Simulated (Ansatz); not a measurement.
# Ligand exchange: SnH4 + C4H9NO → SnH3(NH2) + C4H8O

Species: SnH4 `[SnH4]`, singlet; C4H9NO (butyramide) `CCCC(N)=O`, singlet; SnH3(NH2), singlet; C4H8O `CCCC=O`, singlet. The partners trade H for NH2: Sn–H and C–NH2 bonds give way to Sn–NH2 and C–H.

Shapes, held fixed at every level: PBE0-D4/def2-TZVP. Flexible molecules stand in one conformer, not always the lowest. Programs: Ansatz 0.2.0. Electronic energies: no zero-point or thermal term.

| level | kind | ΔE (kJ/mol) | less CCSD(T)/def2-TZVPP |
| --- | --- | --- | --- |
| HF/def2-TZVPP | Hartree–Fock | +49.0 | +8.4 |
| PBE-D4/def2-TZVPP | GGA | +54.7 | +14.1 |
| B3LYP-D4/def2-TZVPP | global hybrid | +49.1 | +8.5 |
| wB97X-V/def2-TZVPP | range-separated hybrid | +50.5 | +9.9 |
| MP2/def2-TZVPP | perturbation theory | +39.2 | -1.4 |
| CCSD/def2-TZVPP | coupled cluster or CI | +40.7 | +0.1 |
| CCSD(T)/def2-TZVPP | coupled cluster or CI | +40.6 | 0.0 |

The highest level, CCSD(T)/def2-TZVPP, gives ΔE = +40.6 kJ/mol; the levels span +39.2 to +54.7. The column of differences is taken from that level and isn't an error. No measured value is set beside it here. For atoms past krypton def2 sets carry core potentials with scalar relativity. Outer-core shells of Sn are correlated, in sets that cover them unevenly.
